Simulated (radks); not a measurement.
Results of a calculation; reference values are marked as such.
Q: Isoelectronic series with 19 electrons, each ion in its NIST ground configuration. Level of theory: Dirac Kohn-Sham, PBE, spin-unpolarised, spherical densities, finite nucleus; open shells fill j = l - 1/2 first; Fermi nuclear charge, rms radius of each element as measured or else 0.836 A^(1/3) + 0.57 fm (a radial shooting solver on a logarithmic mesh with Libxc functionals). Total energies (hartree) and orbital eigenvalues (eV) (* marks an orbital that is empty in some or all of the ions):

| ion | configuration | E (hartree) | 4s1/2* | 3p3/2 |
|---|---|---|---|---|
| K | [Ar] 4s1 | -602.08908 | -2.3190 | -18.7229 |
| Ti3+ | [Ar] 3d1 | -851.81353 | -26.4378 | -70.6759 |
| Mn6+ | [Ar] 3d1 | -1148.28435 | -69.9264 | -156.6751 |
| Ni9+ | [Ar] 3d1 | -1491.51998 | -130.0318 | -271.2776 |
| Ga12+ | [Ar] 3d1 | -1881.91432 | -206.3245 | -413.8392 |
| Se15+ | [Ar] 3d1 | -2319.96994 | -298.7253 | -584.1680 |
| Rb18+ | [Ar] 3d1 | -2806.27789 | -407.2829 | -782.2174 |
| Zr21+ | [Ar] 3d1 | -3341.51403 | -532.1152 | -1008.010 |
| Tc24+ | [Ar] 3d1 | -3926.44076 | -673.3879 | -1261.612 |
| Pd27+ | [Ar] 3d1 | -4561.91691 | -831.3067 | -1543.114 |
| In30+ | [Ar] 3d1 | -5248.90136 | -1006.113 | -1852.634 |
| Te33+ | [Ar] 3d1 | -5988.45581 | -1198.085 | -2190.307 |
| Cs36+ | [Ar] 3d1 | -6781.7734 | -1407.537 | -2556.286 |
| Ce39+ | [Ar] 3d1 | -7630.1651 | -1634.822 | -2950.742 |
| Gd45+ | [Ar] 3d1 | -9498.1412 | -2144.512 | -3825.844 |
| Ho48+ | [Ar] 3d1 | -10521.1895 | -2427.853 | -4306.907 |
| Yb51+ | [Ar] 3d1 | -11606.1792 | -2730.897 | -4817.285 |
| Ta54+ | [Ar] 3d1 | -12755.4135 | -3054.262 | -5357.223 |
| Os57+ | [Ar] 3d1 | -13971.3514 | -3398.620 | -5926.988 |

Estimate the row of Pm42+ ([Ar] 3d1).

A: E (hartree) -8535.0906; 4s1/2* -1880.335; 3p3/2 -3373.861.
